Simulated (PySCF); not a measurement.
# Electronic absorption of toluene

Toluene, C7H8.
SMILES: `c1ccccc1C`

Method: TDDFT wB97X-D/def2-SVPD, vertical, gas phase, core orbitals frozen in the response (PySCF). Isolated species at its GFN2-xTB geometry, gas phase.

**Question.** List the vertical singlet excitations with oscillator strengths and describe the spectrum.

**Answer.** 

```
state  E (eV)  E (kJ/mol)  λ (nm)       f  main configurations (H = HOMO, L = LUMO)
   S1    5.49         530   225.9  0.0031     H→L (49%), H-1→L+1 (30%), H→L+1 (11%)
   S2    6.19         597   200.4   0.016       H→L+1 (45%), H-1→L (34%), H→L (14%)
   S3    7.10         685   174.6   0.511                  H-1→L+1 (61%), H→L (34%)
   S4    7.14         688   173.8   0.740                  H-1→L (55%), H→L+1 (40%)
   S5    7.25         700   171.0  0.0025                               H→L+2 (87%)
   S6    7.51         725   165.0  0.0000              H-1→L+2 (80%), H-1→L+3 (11%)
   S7    7.91         763   156.7   0.032                  H→L+3 (47%), H-2→L (37%)
   S8    7.94         766   156.2  0.0035     H-2→L (38%), H→L+3 (32%), H-3→L (15%)
```

Triplets (Tamm–Dancoff): T1 4.25 eV, H→L+1 (41%), H-1→L (32%), H→L (16%); T2 4.84 eV, H→L (68%), H→L+1 (16%), H-1→L+1 (15%); T3 4.90 eV, H-1→L (53%), H→L+1 (36%).

The lowest singlet comes at 226 nm (530 kJ/mol) in the ultraviolet; it is very weak; its leading configuration is HOMO→LUMO (49%). The strongest level in the table is S4 at 7.14 eV (174 nm, f = 0.740). Löwdin shares by element: HOMO carbon 67% or more (atoms not listed hold the other 33%); LUMO carbon 66% or more (atoms not listed hold the other 34%). The oscillator strengths of these states sum to 1.308; summed over the whole spectrum of an exact calculation they would give the number of electrons, 50 (Thomas–Reiche–Kuhn). Weighted by f, the mean energy of these states is 7.13 eV. The listed states span 2.45 eV, and the widest gap between neighbours is 0.92 eV (S2 to S3). No computed singlet lies in the visible range (380 to 750 nm); the lowest, at 226 nm, stands 2.23 eV above its violet end (3.26 eV). Singlets were solved by full linear response, triplets in the Tamm–Dancoff approximation.

The run took 29 s of wall time on x86-64 server, one thread, on a shared host.
